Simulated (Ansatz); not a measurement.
Calculated with Ansatz (gas phase, PBE0-D4/def2-TZVP geometries, no zero-point term in ΔE). CBS: MP2 limit from def2 TZ/QZ plus the TZ coupled-cluster correction, frozen cores. This one scheme is used for every species. DFT in def2-TZVPP. For Ge, Se outer-core shells are correlated without core-valence functions, which leaves a few kJ/mol of doubt a bond. Scalar relativity is left out up to krypton. Each species was taken in one conformer, which may not be the lowest.

Reaction (formal exchange of groups at the Se–Ge bond): `[CH3][GeH2][Se]C` + `[F][AlH][F]` → `C[Se][Al]([F])[F]` + `[CH3][GeH3]`

```
          level  ΔE (kJ/mol)
            PBE        -49.7
CCSD/def2-TZVPP        -47.2
```

Q: What does CCSD(T)/CBS give? (An estimate is asked.)

A: Ansatz gave: -47.9 kJ/mol. The listed levels differ from it by -1.8, 0.7 kJ/mol.

Q: What do rigid-rotor, harmonic-oscillator terms from PBE0-D4/def2-TZVP frequencies (298.15 K, 1 bar) make of the CCSD(T)/CBS value? (An estimate is asked.)

A: Ansatz gave: ΔZPE = +2.7 kJ/mol, ΔH = -44.8 kJ/mol, ΔS = 2 J/(mol·K), ΔG = -45.5 kJ/mol. Modes under 50 cm⁻¹ make the entropy rough.

Largest T1 diagnostic among the species: 0.013.

In def2-TZVPP, CCSD(T) changes the Hartree–Fock value by +4.2 kJ/mol (the triples alone add +0.8 kJ/mol) and MP2 by +7.4 kJ/mol. Leaving LDA and LC-ωPBE aside and taking each functional with its dispersion term where it has one, the values, not all of them listed here, spread over 8.8 kJ/mol, from r2SCAN-D4 to BLYP-D4. At CCSD(T), def2-SVP lies −6.3 kJ/mol from the extrapolated value and def2-TZVPP +1.4 kJ/mol.
